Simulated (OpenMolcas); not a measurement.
Pd4+ among 5 point charges of -1.5 e arranged as a trigonal bipyramid (D3h), 1.86 Å from the ion, with the axial distance 1.730 Å.
```
   1.8600    0.0000    0.0000  -1.50
  -0.9300    1.6108    0.0000  -1.50
  -0.9300   -1.6108    0.0000  -1.50
   0.0000    0.0000    1.7298  -1.50
   0.0000    0.0000   -1.7298  -1.50
```

```json
{
  "Program": "OpenMolcas",
  "Method": "CASSCF",
  "Basis": "ANO-RCC-VDZP [6s5p3d1f]",
  "Scalar Hamiltonian": "DKH2, point nucleus",
  "Active space": "6 electrons in 5 orbitals (4d)",
  "State averaging": "2S+1 = 5 even, 5 roots; 2S+1 = 3 even, 45 roots; 2S+1 = 1 even, 50 roots",
  "Spin-orbit coupling": "state interaction with AMFI integrals over the reference wave functions"
}
```

Task: What is the spin-free ground state (labels of D3, the rotations of D3h)?

Result: 5E, 2-fold in its orbital part, 100 % from free-ion D terms; it has the highest spin that d6 allows.

Task: Where is the first state of the same spin?

Result: 5E at 2210 cm-1 above the ground state.

Task: What are the lowest two levels with spin-orbit coupling?

Result: A 2-fold level E with g = 0.00, 0.00, 11.95, then a 1-fold level A1 688.5 cm-1 above it. Their leading multiplicities are 5 (97 %) and 5 (98 %).

Task: What is χT at 300 K, and how does it compare with the textbook value?

Result: The lowest level has 2S+1 = 5, for which the spin-only value is χT = S(S+1) / 2 = 3.000 cm3 K/mol (g = 2). The computed 5.107 at 300 K differs by +2.107, through orbital momentum, spin-orbit coupling and any other state in reach.

An orbital doublet at a regular site is open to a Jahn-Teller distortion, which this geometry leaves out. Without dynamic correlation the repulsion within the d shell is too large (B by tens of per cent), so at a given field states of lower spin stand too high. Point charges give a weaker field than real ligands, and real ions of this kind are as a rule low spin; the high spin found here belongs to the model. This is an electrostatic model: the charges have no orbitals. No measured value stands beside these numbers.

With an even number of electrons the g values are those of a degenerate or nearly degenerate non-Kramers pair.
